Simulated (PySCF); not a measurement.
Pt(PH3)2 (singlet state).
Structure used (PBE0-D3(BJ)/def2-SVP), in Å, numbered top down from 1:
```xyz
9
H6P2Pt angstrom
Pt     0.0058    0.0158    0.0001
P     -0.0007   -0.0109    2.2407
H      0.8077   -0.9503    2.9379
H     -1.2135   -0.2601    2.9399
H      0.3945    1.1447    2.9692
P      0.0029    0.0170   -2.2407
H      1.1897    0.3420   -2.9534
H     -0.8768    0.8803   -2.9499
H     -0.3095   -1.1787   -2.9439
```

Computed, not measured: TDDFT CAM-B3LYP/def2-SVPD, vertical, gas phase, core orbitals frozen in the response, def2 core potentials past Kr in PySCF. Spin–orbit coupling is left out.

Transition dipole moments from the ground state, in atomic units and in the frame of the coordinates above (overall signs are arbitrary), for the states with f of 0.002 or more among the lowest 6:

| state | E (hartree) | μx | μy | μz |
| --- | --- | --- | --- | --- |
| S5 | 0.1608 | 1.050 | 0.426 | 0.004 |
| S6 | 0.1608 | 0.426 | -1.050 | -0.006 |

Question: What oscillator strength does each state have?

Answer: f = (2/3) ΔE |μ|² with ΔE in hartree (27.2114 eV).

```tsv
state	|μ|² (au)	|μ| (D)	f
S5	1.283	2.88	0.137
S6	1.283	2.88	0.138
```

Question: What peak molar absorption coefficient would the strongest computed level give as a lone Gaussian band 0.5 eV wide at half height?

Answer: ε(max) = 2.175×10⁸ f / FWHM, with the width in cm⁻¹. S5/S6 (f summed): 2.175×10⁸ × 0.2750 / 4033 ≈ 15000 L mol⁻¹ cm⁻¹.

S5/S6 coincide within about 0.01 eV; within a degenerate level the directions of the single components are arbitrary.
